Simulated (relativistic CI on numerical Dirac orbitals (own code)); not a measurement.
## Quantum defects of the nf series of Ge³⁺

Problem. The nf 2F° levels with J = 7/2 of Ge³⁺ lie at 4f: 257492.0, 5f: 297564.2 cm⁻¹ (Sugar and Musgrove, J. Phys. Chem. Ref. Data 22, 1213 (1993)), and the ionisation limit at 368720.4 cm⁻¹ (NIST ASD). Find the quantum defects and predict 6f.

Working.
1. The outer electron sees the charge z = 4; R = 109736.50 cm⁻¹ for this mass. The binding energy T = limit − E defines n* = z√(R/T).
2. Values: 4f: T = 111228.4, n* = 3.9731, δ = n − n* = 0.0269; 5f: T = 71156.2, n* = 4.9674, δ = n − n* = 0.0326.
3. With δ held at 0.0326: E(6f) = limit − Rz²/(6 − δ)² = 319414.3 cm⁻¹.
4. The Ritz form δ = δ₀ + a/n*² through the last two members has a = -0.2490 and δ₀ = 0.0427, so with n* ≈ 6 − 0.0326, δ(6) = 0.0357 and E = 319363.0 cm⁻¹.

Check. The measured level is 319277.1 cm⁻¹ (δ = 0.0409), so the two predictions miss by 137.2 and 85.9 cm⁻¹. A relativistic CI calculation tied to the same limit puts it at 319750 cm⁻¹. The defect is small because the centrifugal barrier keeps this electron outside the core, where mainly core polarisation acts.
